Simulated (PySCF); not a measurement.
## The first ionisation energy along the 5d series

Calculated with PySCF 2.14 from differences of total energies of unrestricted determinants, without spin-orbit coupling. Values in eV. The last column holds reference values (NIST; (s) semi-empirical, (t) theoretical, else measured). Unmarked ones compare directly (S terms, centres of terms, or small fine structure); those marked * lie between the lowest fine-structure levels and include a spin-orbit shift.

```
                           element                         configurations    UHF  MP2 (valence)  SCS-MP2 (valence)  reference
 W (cc-pVTZ-PP with ECP60MDF, ECP)  [Xe] 4f14 5d4 6s2 → [Xe] 4f14 5d4 6s1  5.884          7.186              7.453      7.825
Os (cc-pVTZ-PP with ECP60MDF, ECP)  [Xe] 4f14 5d6 6s2 → [Xe] 4f14 5d6 6s1  6.526          8.021              8.244      8.473
Ir (cc-pVTZ-PP with ECP60MDF, ECP)  [Xe] 4f14 5d7 6s2 → [Xe] 4f14 5d7 6s1  7.032          8.614              8.769      8.926
Pt (cc-pVTZ-PP with ECP60MDF, ECP)      [Xe] 4f14 5d9 6s1 → [Xe] 4f14 5d9  7.569          8.925              8.711    8.959 *
Au (cc-pVTZ-PP with ECP60MDF, ECP)    [Xe] 4f14 5d10 6s1 → [Xe] 4f14 5d10  7.681          9.087              8.895      9.226
```

```tsv
method	elements	mean error (eV)	mean absolute error (eV)	largest error (eV)
UHF	4	-1.832	1.832	-1.947
MP2 (valence)	4	-0.386	0.386	-0.639
SCS-MP2 (valence)	4	-0.272	0.272	-0.372
```

Errors include the incompleteness of the basis and the frozen core.

"Valence" correlates the outer s and p shells and, in groups 3 to 12 and the f block, the outer d or f shell, open or full, or the next shell where the ion has no valence electron left; the wider scheme adds the next inner shell.
